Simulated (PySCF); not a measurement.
Species: C2H7Ge, charge 0, multiplicity 2. It need not be the lowest isomer of its formula. 
Geometry from a B3LYP-D3(BJ)/def2-TZVP (Ansatz) optimisation:
```
Ge
H 1 1.5576
C 1 1.9806 2 109.45
H 3 1.0889 1 110.74 2 -58.19
H 3 1.0894 4 108.98 1 121.51
H 3 1.0926 4 108.81 5 118.45
C 1 1.9806 2 109.45 3 120.63
H 7 1.0889 1 110.74 2 58.19
H 7 1.0894 8 108.98 1 -121.51
H 7 1.0926 8 108.81 9 -118.45
```
Charge 0, spin multiplicity 2.

Dispersion corrections to the total energy (kcal/mol) from the dftd3 and dftd4 libraries through PySCF: D3(BJ) without and D4 with the three-body term, each with the damping fitted for the functional named.

| functional | D3(BJ) | D4 |
|---|---|---|
| B2GP-PLYP | -3.02 | (withheld) |
| LC-wPBE | -3.78 | -4.11 |
| PBE0 | -3.42 | -3.09 |
| B3LYP | -7.01 | (withheld) |
| HSE06 | -2.65 | (withheld) |
| TPSS | -4.96 | -4.96 |
| PW6B95 | -2.10 | -3.25 |

Q: Fill in the missing entries.

A: 
- B2GP-PLYP, D4: -1.54
- B3LYP, D4: -5.95
- HSE06, D4: -2.88
